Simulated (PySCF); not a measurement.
C6H15Al, SMILES [Al]([CH2]C)([CH2]C)[CH2]C.

Geometry optimised at PBE0-D3(BJ)/def2-SVP. The isomer is the one that the SMILES or the coordinates give; other isomers of the formula were not compared. The values are those of a single conformer.

Method: PySCF with C-PCM-ωB97X/def2-SVP.

The values are the electrostatic part of the solvation free energy, E(continuum) − E(gas) at the gas-phase geometry, in a cavity of scaled van der Waals radii (PySCF's table); cavitation and dispersion terms are not included. A continuum can't describe solvent molecules that bind to the metal. In vacuum the orbital gap is 10.80 eV. The dipole moment in vacuum is 0.14 D.

| solvent | ε | ΔG(elec) (kcal/mol) | dipole (D) | gap (eV) |
|---|---|---|---|---|
| water | 78.36 | -2.5 | 0.17 | 11.12 |
| n-hexane | 1.88 | -1.1 | 0.15 | 10.94 |
| diethylether | 4.24 | -1.9 | 0.16 | 11.04 |
